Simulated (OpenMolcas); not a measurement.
**Cr2+, Mo2+, W2+: d⁴ down the group**

- Program: OpenMolcas 26.06
- Method: CASSCF
- Basis: ANO-RCC-VQZP
- Scalar Hamiltonian: DKH2, point nucleus
- Spin-orbit coupling: state interaction with AMFI integrals over the reference wave functions, term energies averaged over their components

Active space for each ion: 4 electrons in 5 orbitals (d).

Computed levels in cm-1 above ⁵D₀:

```csv
Level,Cr2+,Mo2+,W2+
⁵D₁,65.9,219,1667
⁵D₂,196,622,3645
⁵D₃,386,1168,5584
⁵D₄,631,1824,7385
³H₄,20037,15780,16368
³H₅,20172,16270,19352
³H₆,20327,16747,20919
³P₀(1),21714,16175,15122
³P₁(1),22103,17410,19870
weight of ⁵D in the lowest level (%),100,99,84
```

Mixed levels, with the weight of the term that names them: W2+ ³H₄ (66 %), W2+ ³P₀(1) (73 %).

Measured, with the error of the calculation in %. Measured levels: Cr2+ from Sugar and Corliss, J. Phys. Chem. Ref. Data 6, 317 (1977); Mo2+ from Sugar and Musgrove, J. Phys. Chem. Ref. Data 17, 155 (1988); W2+ from NIST levels as listed in McCann et al., Mon. Not. R. Astron. Soc. 538, 537 (2025).

| Level | Cr2+ | Mo2+ | W2+ |
| --- | --- | --- | --- |
| ⁵D₁ | 62.2 (+6.0) | 242 (-9.6) | 2256 (-26.1) |
| ⁵D₂ | 183 (+6.8) | 668 (-6.9) | 4461 (-18.3) |
| ⁵D₃ | 357 (+8.1) | 1224 (-4.5) | 6278 (-11.1) |
| ⁵D₄ | 576 (+9.5) | 1872 (-2.6) | 7687 (-3.9) |
| ³H₄ | 17274 (+16.0) | 12680 (+24.5) | 13701 (+19.5) |
| ³H₅ | 17397 (+16.0) | 13276 (+22.6) |  |
| ³H₆ | 17531 (+16.0) | 13811 (+21.3) |  |
| ³P₀(1) | 16771 (+29.5) | 11149 (+45.1) | 9904 (+52.7) |
| ³P₁(1) | 17169 (+28.7) | 12510 (+39.2) |  |

The fine-structure level ⁵D₄ changes by a factor of 11.7 from Cr2+ to W2+.

Without spin-orbit coupling ³H lies 19822, 15269, 14513 cm-1 above ⁵D in that order; the difference to the level ³H₄, of either sign, comes from spin-orbit coupling, which also lowers the zero.

Without dynamic correlation excited terms often stand tens of per cent too high (terms of higher spin than the ground term too low), and those without a measured partner can miss by more than the paired ones. Levels of configurations with an s electron are missing; early in the row they begin among the upper levels of the d shell and mix with terms of their name (holds for Mo2+). Configurations with an s electron lie low in 5d ions of this charge, fall among these levels and mix in, so low-spin terms can stand far too high, up to twice their true height, and weights are not those of the real levels (holds for W2+). Computed and measured levels are paired by configuration, term and J; levels that our copy of the source lacks, or whose pairing is in doubt (as where it misses far off the trend of its configuration), stay unpaired and out of the deviations. Only configurations of the active space appear.

A number in round brackets counts repeated terms of one configuration in the order of the reference energies.
